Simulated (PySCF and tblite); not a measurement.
Results of a calculation; reference values are marked as such.
C₉H₁₂O, numbered as in [CH3:1][C:2](=[O:3])[C@@H:4]1[CH2:5][C@H:6]2[CH:7]=[CH:8][C@@H:9]1[CH2:10]2.

Level: PBE0-D3(BJ)/pcSseg-1 (IEF-PCM, acetonitrile)//GFN2-xTB, thermal terms from GFN2-xTB, symmetry numbers and mirror pairs counted. Conformers within 3 kcal/mol (GFN2-xTB free energy) were kept, 8 at most. Codes: tblite and PySCF.

Torsions listed: O3–C2–C4–C5. The 5-ring runs over atoms 4–5–6–10–9. The 5-ring runs over atoms 6–7–8–9–10.

| conformer | shape | symmetry | E(GFN2) kcal/mol |
| --- | --- | --- | --- |
| 1 | 5-ring envelope (ring torsions 38, -59, 58, -36, -2°); 5-ring envelope (ring torsions 0, 33, -50, 50, -33°); 24° | C1 | 0.00 |
| 2 | 5-ring envelope (ring torsions 38, -58, 57, -35, -2°); 5-ring envelope (ring torsions 0, 34, -50, 50, -33°); 95° | C1 | 0.95 |

(1) Which of these conformers is the most populated at 298.15 K, and with what share?

(2) Give the DFT energies and free energies relative to the lowest, and all weights.

(3) How does its share change from 180 K to 400 K?

Answers

(1) Conformer 1, about 64 %. The lead over the next is within the error of the method.

(2) 
```
conformer                                                                                                             shape  E(DFT) kcal/mol  G(298.15 K) kcal/mol  weight %
        1  5-ring envelope (ring torsions 38, -59, 58, -36, -2°); 5-ring envelope (ring torsions 0, 33, -50, 50, -33°); 24°             0.00                  0.00      64.1
        2  5-ring envelope (ring torsions 38, -58, 57, -35, -2°); 5-ring envelope (ring torsions 0, 34, -50, 50, -33°); 95°             0.51                  0.34      35.9
```

(3) From 75 % to 59 %; the mixing entropy goes from 1.12 to 1.34 cal/(mol K).
